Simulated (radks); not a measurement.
Species: Mn II. Configuration: [Ar] 3d3 4s1 4d2 (not the ground configuration).

Method: non-relativistic Kohn-Sham, SCAN, spin-unpolarised, spherical densities, point nucleus; meta-GGA in the generalised Kohn-Sham scheme; computed with a radial shooting solver on a logarithmic mesh with Libxc functionals.

Energy parts (hartree):
part                       energy
total                 -1149.00857
kinetic                1148.12025
electron-nucleus      -2705.52024
Hartree                 459.14294
exchange-correlation    -50.75153

Orbitals (lengths in bohr, moments of r in powers of bohr; r(max) is where P^2 peaks):
| orbital | occ. | eigenvalue (hartree) | <1/r> | r(max) |
|---|---|---|---|---|
| 1s | 2 | -236.2596 | 24.51 | 0.04054 |
| 2s | 2 | -28.47615 | 5.240 | 0.2349 |
| 2p | 6 | -24.52579 | 5.172 | 0.1896 |
| 3s | 2 | -4.30618 | 1.670 | 0.7370 |
| 3p | 6 | -3.13819 | 1.557 | 0.7462 |
| 3d | 3 | -1.26345 | 1.287 | 0.7244 |
| 4s | 1 | -0.71220 | 0.5421 | 2.128 |
| 4d | 2 | -0.19915 | 0.2989 | 3.660 |

The highest occupied level is 4d at -5.419 eV. The density falls to 0.001 e/bohr^3 at r = 5.27 bohr. Summed over all electrons, <r^2> = 60.88 bohr^2, which gives a Langevin (diamagnetic) susceptibility term of -48.2 x 10^-6 cm^3/mol. The electron density at the nucleus is 1.057e+04 e/bohr^3. Virial ratio -V/T = 2.00077.

Empty levels of this run are not shown, since the potential may be unsettled where no density lies.
